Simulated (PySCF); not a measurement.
Computed Raman spectrum (relative Raman activity) of a molecule FH₇OSi₃. Geometry: PBE0-D3(BJ)/def2-SVP. The values are those of a single conformer. Level of theory: PySCF 2.14.0 with PBE0-D3(BJ)/def2-SVP. Frequencies are harmonic and unscaled.

Lines under 2 % of the strongest are left out, and lines within 2 cm⁻¹ are merged.

| ν (cm⁻¹) | relative intensity |
|---|---|
| 385 | 6.0 |
| 465 | 2.1 |
| 521 | 2.3 |
| 546 | 2.1 |
| 705 | 2.2 |
| 724 | 3.3 |
| 761 | 3.1 |
| 804 | 3.2 |
| 924 | 3.8 |
| 927 | 5.1 |
| 937 | 4.5 |
| 968 | 3.7 |
| 2203 | 74 |
| 2216 | 26 |
| 2223 | 100 |
| 2235 | 31 |
| 2242 | 17 |
| 3923 | 34 |

Problem. Pick the molecule that these values belong to.
(A) O[SiH2][Si@H](F)[SiH3]
(B) O[Si](F)([SiH3])[SiH3]
(C) O[SiH2][SiH2][SiH2]F
(D) F[SiH2]O[SiH2][SiH3]

Solution. A, O[SiH2][Si@H](F)[SiH3]
